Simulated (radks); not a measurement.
All-electron atom: Hg X in [Xe] 4f14 5d3 (the NIST ground configuration).

All-electron calculation, Dirac Kohn-Sham, LDA (Slater exchange, Perdew-Wang correlation), spin-unpolarised, spherical densities, finite nucleus; open shells are shared between the two j in proportion to 2j + 1; Fermi nuclear charge, rms radius 5.4648 fm. Program: a radial shooting solver on a logarithmic mesh with Libxc functionals.

Energy parts (eV):
part                       energy
total                  -534000.78
kinetic                 615536.91
electron-nucleus      -1336340.23
Hartree                 196522.94
exchange-correlation     -9720.39

Orbitals (lengths in bohr, moments of r in powers of bohr; <r^-3> diverges for s and p1/2; r(90%) holds 90 % of the orbital's charge):
\begin{tabular}{lrrrrrr}
orbital & occ. & eigenvalue (eV) & <r^4> & <r^2> & r(90%) & <r^-3> \\ \hline
1s1/2 & 2 & -83083.49 & 4.007e-07 & 0.0003815 & 0.0304 & - \\
2s1/2 & 2 & -14842.24 & 0.00005802 & 0.005747 & 0.109 & - \\
2p1/2 & 2 & -14255.99 & 0.00003433 & 0.004056 & 0.0951 & - \\
2p3/2 & 4 & -12310.46 & 0.00005388 & 0.005242 & 0.107 & 21420 \\
3s1/2 & 2 & -3637.023 & 0.002106 & 0.03730 & 0.265 & - \\
3p1/2 & 2 & -3371.212 & 0.001829 & 0.03394 & 0.257 & - \\
3p3/2 & 4 & -2940.246 & 0.002549 & 0.04034 & 0.279 & 5006 \\
3d3/2 & 4 & -2496.750 & 0.001683 & 0.03086 & 0.252 & 876.6 \\
3d5/2 & 6 & -2404.290 & 0.001859 & 0.03260 & 0.259 & 723.2 \\
4s1/2 & 2 & -916.2520 & 0.04687 & 0.1801 & 0.573 & - \\
4p1/2 & 2 & -802.0510 & 0.04971 & 0.1831 & 0.583 & - \\
4p3/2 & 4 & -697.5839 & 0.06857 & 0.2154 & 0.631 & 1217 \\
4d3/2 & 4 & -510.0219 & 0.08053 & 0.2257 & 0.659 & 192.0 \\
4d5/2 & 6 & -490.5063 & 0.08865 & 0.2370 & 0.675 & 154.8 \\
4f5/2 & 6 & -248.5072 & 0.1429 & 0.2704 & 0.757 & 33.10 \\
4f7/2 & 8 & -244.2558 & 0.1505 & 0.2776 & 0.767 & 31.43 \\
5s1/2 & 2 & -263.1247 & 1.043 & 0.8597 & 1.24 & - \\
5p1/2 & 2 & -223.7034 & 1.342 & 0.9678 & 1.33 & - \\
5p3/2 & 4 & -202.9182 & 1.814 & 1.128 & 1.43 & 243.1 \\
5d3/2 & 1.2 & -144.8060 & 3.401 & 1.521 & 1.68 & 30.39 \\
5d5/2 & 1.8 & -141.7429 & 3.680 & 1.584 & 1.71 & 24.60 \\
\end{tabular}

The highest occupied level is 5d5/2 at -141.74 eV. The electron density at the nucleus is 2.314e+06 e/bohr^3. The density falls to 0.001 e/bohr^3 at r = 2.46 bohr. For comparison, the ionisation energy in NIST's Atomic Spectra Database is 153 eV (theoretical). In exact Kohn-Sham theory the highest level is minus the ionisation energy, but local and semilocal functionals leave it too shallow, through self-interaction and a potential that decays too fast; potentials with the right tail come closer. Summed over all electrons, <r^2> = 21.26 bohr^2, which gives a Langevin (diamagnetic) susceptibility term of -16.8 x 10^-6 cm^3/mol.

Beside tabulated values, note that spin-unpolarised runs miss the spin-polarisation part of the exchange energy of open shells.
